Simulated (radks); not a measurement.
Species: Cs3+. Configuration: [Kr] 4d10 5s1 5p4 6p1 (not the ground configuration).

Method: Dirac Kohn-Sham, PBE, spin-unpolarised, spherical densities, finite nucleus; open shells are shared between the two j in proportion to 2j + 1; Fermi nuclear charge, rms radius 4.8041 fm; computed with a radial shooting solver on a logarithmic mesh with Libxc functionals.

Energy parts (hartree):
total: -7786.2234
kinetic: 8291.1542
electron-nucleus: -18863.8204
Hartree: 2977.8427
exchange-correlation: -191.4000

Orbitals (lengths in bohr, moments of r in powers of bohr; r(max) is where P^2 peaks):
| orbital | occ. | eigenvalue (hartree) | r(max) | <r> |
|---|---|---|---|---|
| 1s1/2 | 2 | -1315.878 | 0.01678 | 0.02611 |
| 2s1/2 | 2 | -207.5095 | 0.09503 | 0.1117 |
| 2p1/2 | 2 | -195.3077 | 0.07270 | 0.09403 |
| 2p3/2 | 4 | -182.3615 | 0.07767 | 0.09992 |
| 3s1/2 | 2 | -44.23864 | 0.2727 | 0.2987 |
| 3p1/2 | 2 | -39.14045 | 0.2592 | 0.2887 |
| 3p3/2 | 4 | -36.65907 | 0.2702 | 0.3004 |
| 3d3/2 | 4 | -27.70010 | 0.2186 | 0.2713 |
| 3d5/2 | 6 | -27.17328 | 0.2217 | 0.2750 |
| 4s1/2 | 2 | -9.45436 | 0.6428 | 0.6941 |
| 4p1/2 | 2 | -7.62294 | 0.6565 | 0.7195 |
| 4p3/2 | 4 | -7.11533 | 0.6806 | 0.7467 |
| 4d3/2 | 4 | -4.13267 | 0.7152 | 0.8253 |
| 4d5/2 | 6 | -4.04780 | 0.7233 | 0.8352 |
| 5s1/2 | 1 | -2.18661 | 1.502 | 1.640 |
| 5p1/2 | 1.33333 | -1.68878 | 1.643 | 1.817 |
| 5p3/2 | 2.66667 | -1.60954 | 1.702 | 1.881 |
| 5d3/2 | 0 | -0.92121 | 2.152 | 2.468 |
| 5d5/2 | 0 | -0.91162 | 2.174 | 2.492 |
| 6s1/2 | 0 | -0.79147 | 3.369 | 3.547 |
| 6p1/2 | 0.333333 | -0.64900 | 3.824 | 3.999 |
| 6p3/2 | 0.666667 | -0.63088 | 3.930 | 4.101 |

The highest occupied level is 6p3/2 at -17.167 eV. The configuration is held as typed, so some empty levels lie below it. The electron density at the nucleus is 2.961e+05 e/bohr^3. Summed over all electrons, <r^2> = 51.54 bohr^2, which gives a Langevin (diamagnetic) susceptibility term of -40.8 x 10^-6 cm^3/mol.
